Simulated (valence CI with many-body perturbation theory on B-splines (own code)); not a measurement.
# Bi³²⁺: calculated level list

Method: valence CI with perturbative core correlation (CI+MBPT): five valence electrons over a frozen Dirac-Fock core [Kr] 4d10, a basis of 7 s, 7 p, 7 d, 7 f, 4 g, 2 h functions for each j, with the one-electron correlation potential Σ1 (screened to all orders), the two-electron term Σ2, the three-electron term Σ3, Breit, model QED; selected single and double excitations, second order for the rest, scaled by the run's own slope (own B-spline code, finite nucleus).

The last digits are not significant, and no measured levels were compared; by estimate large intervals hold to a few tenths of a per cent, small ones and those within an open d or f shell to about a per cent. Among the levels kept, up to 960 cm⁻¹ of a level comes from second order outside the variational space, and about a tenth of that is noise between levels of different J, which matters for small intervals. Only levels of the ground parity were solved; by the run's estimate the other parity begins above the list, which can be wrong where configurations are misplaced.

Levels 91 to 135 of 193, with energies above the lowest level, (4f5/2^5) J=5/2. "Leading %" is the weight of the configuration and term that name the level; weights of strongly mixed levels are sums over their largest components and can fall short. In the jj column 3d3/2^4 stands for four electrons in 3d with j = 3/2. Lifetimes count E1, E2, E3, M1 and M2 decay at the calculated energies, and are blank where another channel may lead or the interval is too uncertain; long ones can be off by a factor of two.

| No. | Configuration | Term | J | E (cm⁻¹) | Leading % | Leading jj | Lifetime | Second component |
| --- | --- | --- | --- | --- | --- | --- | --- | --- |
| 91 | 4f⁵ | ⁴K° | 13/2 | 228430 | 35 | 4f5/2^3 4f7/2^2 (55 %) | 169 μs | 16 % 4f⁵ ⁴I° |
| 92 | 4f⁵ | ²F° | 7/2 | 229170 | 31 | 4f5/2^2 4f7/2^3 (36 %) | 264 μs | 22 % 4f⁵ ²G° |
| 93 | 4f⁵ | ⁴K° | 15/2 | 232870 | 68 | 4f5/2^2 4f7/2^3 (63 %) | 212 μs | 11 % 4f⁵ ²L° |
| 94 | 4f⁵ | ²H° | 11/2 | 232990 | 42 | 4f5/2^2 4f7/2^3 (75 %) | 369 μs | 32 % 4f⁵ ²I° |
| 95 | 4f⁵ | ²L° | 17/2 | 234490 | 85 | 4f5/2^2 4f7/2^3 (71 %) | 306 μs | 9 % 4f⁵ ⁴K° |
| 96 | 4f⁵ | ⁴H° | 11/2 | 235210 | 39 | 4f5/2^2 4f7/2^3 (47 %) | 178 μs | 26 % 4f⁵ ²I° |
| 97 | 4f⁵ | ⁴H° | 13/2 | 236640 | 45 | 4f5/2^2 4f7/2^3 (55 %) | 117 μs | 18 % 4f⁵ ²K° |
| 98 | 4f⁵ | ²D° | 5/2 | 237620 | 37 | 4f5/2^2 4f7/2^3 (70 %) | 267 μs | 36 % 4f⁵ ²F° |
| 99 | 4f⁵ | ²H° | 9/2 | 237820 | 28 | 4f5/2^3 4f7/2^2 (34 %) | 118 μs | 23 % 4f⁵ ⁴G° |
| 100 | 4f⁵ | ⁴D° | 1/2 | 239140 | 54 | 4f5/2 4f7/2^4 (53 %) | 94.7 μs | 22 % 4f⁵ ²P° |
| 101 | 4f⁵ | ²F° | 5/2 | 240090 | 30 | 4f5/2^2 4f7/2^3 (60 %) | 167 μs | 23 % 4f⁵ ²D° |
| 102 | 4f⁵ | ⁴H° | 9/2 | 243920 | 37 | 4f5/2^3 4f7/2^2 (56 %) | 226 μs | 21 % 4f⁵ ²H° |
| 103 | 4f⁵ | ⁴K° | 17/2 | 244860 | 44 | 4f5/2 4f7/2^4 (73 %) | 171 μs | 30 % 4f⁵ ²L° |
| 104 | 4f⁵ | ²H° | 9/2 | 246430 | 55 | 4f5/2^2 4f7/2^3 (65 %) | 121 μs | 14 % 4f⁵ ⁴H° |
| 105 | 4f⁵ | ⁴G° | 7/2 | 247650 | 32 | 4f5/2^2 4f7/2^3 (52 %) | 107 μs | 22 % 4f⁵ ⁴H° |
| 106 | 4f⁵ | ²I° | 13/2 | 247700 | 64 | 4f5/2^2 4f7/2^3 (45 %) | 351 μs | 14 % 4f⁵ ⁴H° |
| 107 | 4f⁵ | ⁴F° | 3/2 | 248320 | 27 | 4f5/2^2 4f7/2^3 (50 %) | 179 μs | 19 % 4f⁵ ⁴P° |
| 108 | 4f⁵ | ²I° | 11/2 | 248520 | 24 | 4f5/2 4f7/2^4 (42 %) | 154 μs | 24 % 4f⁵ ²H° |
| 109 | 4f⁵ | ⁴D° | 1/2 | 250050 | 46 | 4f5/2^2 4f7/2^3 (48 %) | 250 μs | 44 % 4f⁵ ⁴P° |
| 110 | 4f⁵ | ²M° | 19/2 | 251990 | 56 | 4f5/2 4f7/2^4 (93 %) | 156 μs | 25 % 4f⁵ ⁴L° |
| 111 | 4f⁵ | ⁴D° | 7/2 | 252560 | 38 | 4f5/2^2 4f7/2^3 (45 %) | 101 μs | 20 % 4f⁵ ⁴G° |
| 112 | 4f⁵ | ⁴D° | 5/2 | 254400 | 26 | 4f5/2^3 4f7/2^2 (41 %) | 146 μs | 24 % 4f⁵ ⁴F° |
| 113 | 4f⁵ | ²N° | 21/2 | 255260 | 55 | 4f5/2 4f7/2^4 (90 %) | 146 μs | 30 % 4f⁵ ²O° |
| 114 | 4f⁵ | ⁴H° | 11/2 | 255640 | 30 | 4f5/2^2 4f7/2^3 (45 %) | 214 μs | 20 % 4f⁵ ²I° |
| 115 | 4f⁵ | ⁴H° | 9/2 | 257580 | 31 | 4f5/2 4f7/2^4 (36 %) | 126 μs | 18 % 4f⁵ ²H° |
| 116 | 4f⁵ | ²K° | 15/2 | 258720 | 78 | 4f5/2^2 4f7/2^3 (72 %) | 234 μs | 10 % 4f⁵ ²L° |
| 117 | 4f⁵ | ²F° | 7/2 | 259130 | 34 | 4f5/2^2 4f7/2^3 (38 %) | 134 μs | 19 % 4f⁵ ⁴F° |
| 118 | 4f⁵ | ⁴F° | 5/2 | 259580 | 37 | 4f5/2 4f7/2^4 (61 %) | 99.9 μs | 27 % 4f⁵ ²D° |
| 119 | 4f⁵ | ²K° | 13/2 | 260500 | 32 | 4f5/2^2 4f7/2^3 (67 %) | 119 μs | 29 % 4f⁵ ⁴H° |
| 120 | 4f⁵ | ⁴H° | 7/2 | 262630 | 28 | 4f5/2^2 4f7/2^3 (47 %) | 178 μs | 20 % 4f⁵ ⁴F° |
| 121 | 4f⁵ | ²D° | 3/2 | 264990 | 37 | 4f5/2^2 4f7/2^3 (58 %) | 262 μs | 24 % 4f⁵ ⁴D° |
| 122 | 4f⁵ | ²I° | 11/2 | 268990 | 25 | 4f5/2 4f7/2^4 (42 %) |  | 25 % 4f⁵ ²H° |
| 123 | 4f⁵ | ²M° | 17/2 | 269120 | 66 | 4f5/2^2 4f7/2^3 (79 %) | 314 μs | 25 % 4f⁵ ⁴K° |
| 124 | 4f⁵ | ²G° | 9/2 | 269430 | 41 | 4f5/2^2 4f7/2^3 (48 %) | 305 μs | 25 % 4f⁵ ²H° |
| 125 | 4f⁵ | ²P° | 1/2 | 272880 | 74 | 4f5/2^2 4f7/2^3 (75 %) | 163 μs | 19 % 4f⁵ ⁴D° |
| 126 | 4f⁵ | ²G° | 9/2 | 273640 | 37 | 4f5/2 4f7/2^4 (42 %) | 141 μs | 32 % 4f⁵ ²H° |
| 127 | 4f⁵ | ²I° | 13/2 | 274080 | 40 | 4f5/2 4f7/2^4 (61 %) | 142 μs | 32 % 4f⁵ ⁴H° |
| 128 | 4f⁵ | ²K° | 15/2 | 275790 | 54 | 4f5/2 4f7/2^4 (81 %) | 132 μs | 32 % 4f⁵ ²L° |
| 129 | 4f⁵ | ²F° | 7/2 | 277630 | 53 | 4f5/2^2 4f7/2^3 (44 %) | 260 μs | 17 % 4f⁵ ⁴F° |
| 130 | 4f⁵ | ²F° | 5/2 | 278650 | 40 | 4f5/2 4f7/2^4 (47 %) | 88.7 μs | 23 % 4f⁵ ⁴D° |
| 131 | 4f⁵ | ²F° | 7/2 | 278800 | 42 | 4f5/2 4f7/2^4 (58 %) | 129 μs | 27 % 4f⁵ ²G° |
| 132 | 4f⁵ | ²M° | 19/2 | 279890 | 98 | 4f5/2^2 4f7/2^3 (94 %) | 434 μs |  |
| 133 | 4f⁵ | ²H° | 11/2 | 280590 | 38 | 4f5/2^2 4f7/2^3 (52 %) |  | 24 % 4f⁵ ²I° |
| 134 | 4f⁵ | ²I° | 13/2 | 281520 | 50 | 4f5/2^2 4f7/2^3 (55 %) | 330 μs | 34 % 4f⁵ ²K° |
| 135 | 4f⁵ | ⁴F° | 9/2 | 282030 | 57 | 4f5/2^2 4f7/2^3 (79 %) | 152 μs | 18 % 4f⁵ ⁴H° |

Where two levels of one J and parity lie close, their mixing, g and order are uncertain.
